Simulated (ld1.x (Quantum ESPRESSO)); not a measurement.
**tungsten (W), PAW: configuration errors across variants**

```
Element                 : tungsten
Generator               : ld1.x (Quantum ESPRESSO) 7.5
Type                    : PAW
Functional              : LDA (PZ)
Relativity              : scalar-relativistic
Frozen core             : [Xe] 4f14
Valence charge          : 6
Reference configuration : 5d4 6s1.5 6p0.5
Partial waves           : 6s (bound): rcut 2.00, rcutus 2.70 bohr; 6s channel at 2.95 Ry: rcut 2.00, rcutus 2.70 bohr; 6p (bound): rcut 2.15, rcutus 2.85 bohr; 6p channel at 0.9 Ry: rcut 2.15, rcutus 2.85 bohr; 5d (bound): rcut 2.35, rcutus 2.60 bohr; 5d channel at 4.75 Ry: rcut 2.35, rcutus 2.60 bohr
Local potential         : all-electron potential smoothed inside 2.55 bohr (lloc = -2)
Core correction         : Bessel-smoothed model core inside 2.50 bohr
Augmentation charge     : BESSEL, radius 1.50 bohr
```

All-electron excitation energies from the reference (eV): (1) 5d4 6s2 6p0 -2.251; (2) 5d4 6s1 6p0 6.882; (3) 5d4 6s0 6p0 22.909; (4) 5d3 6s2 6p0 6.808; (5) 5d3 6s0 6p0 48.614; (6) 5d4 6s0 6p2 7.187; (7) 5d4 6s1.5 6p0 1.493.

5 further variants failed, have other tests or another functional or relativity, and are left out.

A true bound ghost makes a file unfit for plane-wave use even where its test errors are small: the radial tests pick states by their node count and pass the ghost by. Where a test does run into it, the solver fails or the error is huge.

Errors AE − PS in meV (a dash: test not solved or not reliable):

```csv
change,(1),(2),(3),(4),(5),(6),(7),bound ghosts
base,+0.6,-3.1,-17,-42,-205,-3.1,-0.8,none
"augmentation GAUSS, radius 1.40 bohr",+0.7,-2.9,-16,-41,-203,-2.5,-0.8,none
local potential all-electron potential smoothed inside 2.60 bohr (lloc = -2),+0.6,-3.1,-17,-42,-205,-3.1,-0.8,none
"wave 6p channel at 0.9 Ry: rcut 2.15, rcutus 2.85 bohr becomes 6p channel at -0.09 Ry: rcut 2.15, rcutus 2.85 bohr",+0.6,-3.1,-17,-42,-205,-3.3,-0.8,none
local potential all-electron potential smoothed inside 1.72 bohr (lloc = -2),+1.3,-1.9,-14,+101,-166,-1.7,-0.8,none
```

(1) Give the same row for: type TM; waves now 6s (bound): rc 2.70 bohr; 6p (bound): rc 2.85 bohr; 5d (bound): rc 2.60 bohr; local potential the d channel.

Results:

(1) +0.3, -5.5, -27, -35, -92, –, -1.4; bound ghosts: s, p. Not counted: 5d4 6s0 6p2 (solver errors, printed error -10.0 eV).
